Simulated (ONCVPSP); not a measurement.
**molybdenum (Mo): from the effect back to the setting (ONCV)**

Base potential:

```
Element                 : molybdenum (Mo)
Generator               : ONCVPSP 4.0.1
Type                    : optimised norm-conserving Vanderbilt (ONCV)
Functional              : PBE
Relativity              : scalar-relativistic
Frozen core             : [Ar] 3d10
Valence charge          : 14
Reference configuration : 4s2 4p6 4d4 5s2
Partial waves           : 4s+5s: rc 1.65 bohr, ncon 4, nbas 8, qcut 5.8 1/bohr, 2 projectors; 4p: rc 1.30 bohr, ncon 3, nbas 8, qcut 7.4 1/bohr, 2 projectors, debl 2.1 Ha; 4d: rc 2.10 bohr, ncon 3, nbas 8, qcut 7.8 1/bohr, 3 projectors, debl 0.6 Ha
Local potential         : polynomial inside 1.05 bohr (lpopt 5, dvloc0 6 Ha)
Core correction         : polynomial model core, fcfact 0.6
```

Cutoffs, loose and tight: the cutoffs (Ha) at which the residual kinetic energy of the hardest occupied pseudo-wave falls to 1 and 0.1 mHa per electron. They do not see the model core or the augmentation charge, which bear on the density cutoff. Test errors are all-electron minus pseudo excitation energies from the reference, over the configurations 4s2 4p6 4d5 5s1; 4s2 4p6 4d5 5s0; 4s2 4p6 4d4 5s0; 4s2 4p6 4d4 5s1 5p1; variants that change the core or the reference have their own tests.

Only the qcut of the s channel is moved:

```tsv
qcut of the s channel (1/bohr)	cutoff, loose	cutoff, tight	bound ghosts	largest test error (meV)	median size of the test errors
3.5	54 Ha	67 Ha	none	-13	9.0 meV
4.2	50 Ha	65 Ha	none	-13	8.6 meV
4.8	28 Ha	63 Ha	none	-11	7.9 meV
5.6	23 Ha	54 Ha	none	-9.3	6.4 meV
7.3	23 Ha	54 Ha	none	-6.4	3.8 meV
7.7	23 Ha	54 Ha	none	-6.0	3.4 meV
8.6	23 Ha	54 Ha	none	-5.2	2.7 meV
```

Problem. One more run gave cutoff, loose: 23 Ha; cutoff, tight: 54 Ha; bound ghosts: none; largest test error (meV): -7.8; median size of the test errors: 5.1 meV. Which value of the qcut of the s channel was used?

Solution. 6.4 1/bohr. The median size of the test errors moves one way along this sweep, from 9.0 meV at 3.5 to 2.7 meV at 8.6 1/bohr, which places the run between 5.6 and 7.3 1/bohr.
